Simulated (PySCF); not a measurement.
C4H4OSe, SMILES C1[Se]C(=C)C1=O. Atoms are numbered in the order given.

```xyz
10

C      2.0089     1.1255     0.0000
C      0.7848     0.5902     0.0000
Se     0.0421    -1.1933     0.0000
C     -1.5111     0.0668     0.0000
C     -0.5535     1.2693     0.0000
O     -0.8195     2.4399     0.0000
H      2.1034     2.2157     0.0000
H      2.9201     0.5235     0.0000
H     -2.1366     0.0022     0.9018
H     -2.1366     0.0022    -0.9018
```

Geometry: B3LYP-D3(BJ)/def2-SVP. The structure was generated by enumeration, and PubChem lists no compound with its InChIKey, so it may never have been made.

Level of theory: r2SCAN/def2-TZVP in PySCF.

Symmetry labels are those of the subgroup Cs that the program uses (full group Cs).

Task: List the valence orbital energies around the gap with their symmetry. (An estimate is asked for; the answer gives what the named calculation found.)

Result: 
```tsv
orbital	symmetry	energy (eV)
HOMO−7	A'	-11.93
HOMO−6	A'	-10.79
HOMO−5	A"	-9.98
HOMO−4	A'	-9.29
HOMO−3	A'	-8.40
HOMO−2	A"	-8.15
HOMO−1	A'	-6.71
HOMO	A"	-5.77
LUMO	A"	-2.95
LUMO+1	A'	-1.56
LUMO+2	A'	0.07
LUMO+3	A"	0.59
```
